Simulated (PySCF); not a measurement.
Level of theory: PBE-D3(BJ)/def2-TZVP // PBE0-D3(BJ)/def2-TZVP run with PySCF 2.14.0. Isolated molecules, 0 K electronic values unless said otherwise. Excitations are Tamm–Dancoff values on a coarser integration grid. The basis has no diffuse functions, so Rydberg states are missing or too high.

Reference species (SMILES): `C1[SiH]=[SiH][SiH2]1` (neutral, multiplicity 1).

The brightest of the four lowest singlets (TDA) is 4.03 eV and the dipole moment is 0.69 D. The HOMO comes out as -5.03 eV and the HOMO–LUMO gap comes out as 2.76 eV.

Changed species: `C=[Si]1[SiH2][SiH2]1`.

**Question.** Predict the effect on the brightest of the four lowest singlets (TDA), dipole moment, HOMO and HOMO–LUMO gap.

**Answer.** the brightest of the four lowest singlets (TDA) increases by 0.21 eV, to 4.24 eV; the dipole moment drops by 0.31 D, to 0.38 D; the HOMO decreases by 0.79 eV, to -5.82 eV; the HOMO–LUMO gap drops by 0.07 eV, to 2.69 eV.
